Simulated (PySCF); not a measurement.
## How the method changes the constants of NaBe

State: ²Σ⁺ (doublet), unpaired electrons σ ↑. Set-up: PySCF, no relativity, basis sets Na 3-21G, Be 3-21G. De refers to Na + Be in their ground configurations, without counterpoise correction. The functionals are run spin-unrestricted. A positive dipole means Na(−)Be(+). Levels whose curve was spin-contaminated or gave no clean fit are not listed.

| Level | Re (Å) | ωe (cm⁻¹) | De (eV) | μ (D) | CPU s a point (SCF and correlation, without the integrals) |
| --- | --- | --- | --- | --- | --- |
| PBE | 2.938 | 216 | 0.449 | -2.08 | 0.39 |
| PBEsol | 2.950 | 215 | 0.473 | -2.13 | 0.28 |
| r²SCAN | 2.983 | 210 | 0.455 | -2.36 | 0.51 |
| PBE0 | 2.966 | 208 | 0.373 | -2.26 | 0.7 |
| B97-3 | 2.935 | 218 | 0.366 | -2.74 | 0.32 |
| HSE06 | 2.965 | 208 | 0.383 | -2.21 | 0.68 |
| M06-2X | 2.902 | 218 | 0.353 | -2.12 | 0.56 |

What does a quarter of exact exchange do here, going from PBE to PBE0?

PBE0 less PBE: +2.8 pm in Re, -3.7 % in ωe, -0.08 eV in De. Exact exchange removes part of the self-interaction that spreads semilocal densities, and in most molecules shortens and stiffens the bond and lowers De; here Re and ωe go the other way.

What does the step from GGA to meta-GGA do here, going from PBE to r²SCAN?

r²SCAN less PBE: +4.5 pm in Re, -2.8 % in ωe, +0.01 eV in De. 

The bond is weak. Basis-set superposition, not corrected here, can be much of De in a small basis, most of all at correlated wavefunction levels. Functionals without a dispersion term scatter widely for such bonds, and LDA overbinds them. 3-21G is very small, so such numbers show the basis as much as the molecule. The state is the lowest determinant that a PBE0 search found; another state may lie lower at other levels.

The whole job (state search and all levels along the bond) took about 1.1 min on 1 thread of Intel Xeon Platinum 8375C @ 2.90GHz (shared host), peak memory 0.32 GiB.
